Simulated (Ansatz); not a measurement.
Ansatz (a program for electronic structure) input (BHLYP/def2-TZVPD):

Ansatz 0.2 input:
```yaml
crystal:
  periodic: [false, false, false]
  atoms:
    - {symbol: Li, position_ang: [-1.02562525, -0.63876841, -0.86919036]}
    - {symbol: O, position_ang: [0.28597198, 0.13039418, 0.24605443]}
    - {symbol: H, position_ang: [0.78909988, 0.87315175, 0.63913559]}
basis:
  gaussian:
    orbitals: def2-TZVPD
hamiltonian:
  xc: {name: BHLYP}
total_charge: 1
magnetization: {spin_polarized: true, initial_magnetization: 1}
output: {forces: true}
```

End of the output:

```
integrals: 0.01 GiB planned
423 factors; their error is unknown
mean field: 0.14 GiB planned
mean field evaluation 1: about -2252.4838 eV, gradient 5.0e1 eV
mean field evaluation 2: about -2252.9560 eV, gradient 4.6e1 eV
mean field evaluation 4: about -2260.1333 eV, gradient 1.6e-1 eV
mean field evaluation 8: about -2260.1480 eV, gradient 1.6e-1 eV
mean field evaluation 16: about -2260.1480 eV, gradient 5.3e-5 eV
mean field -2260.14804147 eV, -83.0589085406 hartree, gradient 4.3e-6 eV, S^2 0.753442; 1 other end points of the search recorded, 0 dependent functions left out
the calculation of the forces begins
reference -2260.14814050 eV, -83.0589121801 hartree; 6, 5 occupied and 60, 61 virtual orbitals, 423 factors
Total energy: -2260.14814050 eV, -83.0589121801 hartree
Atom 0 at    -1.025625    -0.638768    -0.869190 Å, force     0.048217     0.042891     0.039865 eV/Å
Atom 1 at     0.285972     0.130394     0.246054 Å, force     0.250036     0.359312     0.196108 eV/Å
Atom 2 at     0.789100     0.873152     0.639136 Å, force    -0.298253    -0.402204    -0.235973 eV/Å
Dipole moment:    -0.683991    -0.255568    -0.592884 e Å
```
